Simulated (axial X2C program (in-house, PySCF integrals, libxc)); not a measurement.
# Potential curves of LiK, two-component

Computed with an in-house all-electron X2C program for linear molecules (integrals from PySCF). Two-component (2c) means X2C with spin–orbit coupling and atomic mean-field two-electron Coulomb and Gaunt terms. Basis: K dyall-cv3z [11s12p6d3f], Li dyall-cv3z [7s8p2d] (cores contracted in-house); Gaussian nuclei, density fitting, unrestricted open shells. Masses: K 38.964 u, Li 7.016 u.

State: Ω = 0 (closed shell). Energies in kJ/mol from the fragments at the same level (K + Li). Fits are polynomials in 1 − R0/R over 0.85 to 1.23 times the lowest point R0.

```tsv
R (Å)	PBE0	CCSD(T)
2.9380	-51.13	
3.0731	-57.40	-68.78
3.1744	-60.30	-71.23
3.2757	-61.91	-72.41
3.3770	-62.41	-72.51
3.4952	-61.83	-71.50
3.6134	-60.22	-69.52
3.7654	-56.98	-65.88
3.9511	-51.70	
4.2212	-42.40
```

Correlated methods: 10 electrons correlated (number of frozen shells: K 2 s, 1 p; Li 1 s), 212 virtual spin orbitals or spinors in MP2, 90 natural virtuals in coupled cluster.

The state is a single determinant with fixed occupations, the lowest that a limited PBE0 search found. Closed shells are restricted here (equal orbitals for both partners); the stretched side of such a curve lies too high. De is counted from the lowest determinant-based energies of the atoms at the same level, without counterpoise correction. CCSD and (T) use frozen natural virtuals with an MP2 correction for the truncation; (T) itself is uncorrected, so its De runs slightly low. Coupled cluster ran on the points near the minimum only. MP2 and coupled cluster on one determinant become unreliable at the stretched end.

Task: Fit the PBE0 curve near its minimum: give the equilibrium distance, the harmonic wavenumber and the well depth.

Result: At PBE0, 2c: Re = 3.378 Å, ωe ≈ 207 cm⁻¹, De = 0.65 eV to K + Li; Be follows as 0.248 cm⁻¹.

Task: What are Re, ωe and De at the CCSD(T) level?

Result: At CCSD(T), 2c: Re = 3.336 Å, ωe ≈ 211 cm⁻¹, De = 0.75 eV to K + Li; Be follows as 0.255 cm⁻¹.
